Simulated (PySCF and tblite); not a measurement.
The numbers below are computed, except where a source is named.
System: C₉H₇N, numbered as in [CH2:1]=[CH:2][c:3]1[cH:4][cH:5][c:6]([C:7]#[N:8])[cH:9][cH:10]1.

Motion: rotation about the C3–C2 bond (torsion C4–C3–C2–C1 from 0° to 180°, rising). GFN2-xTB gives an electronic barrier of 3.3 kcal/mol.

(1) What does PBE0/pcSseg-1 + D3(BJ) give on GFN2-xTB geometries?

Programs: tblite and PySCF.

Answers

(1) A barrier of 3.9 kcal/mol, 0.6 above the tight-binding barrier (from unrounded values) and, with GFN2-xTB thermal terms, ΔG‡(298 K) = 4.5 kcal/mol and k = 6.7×10⁹ s⁻¹ (2 equivalent paths).
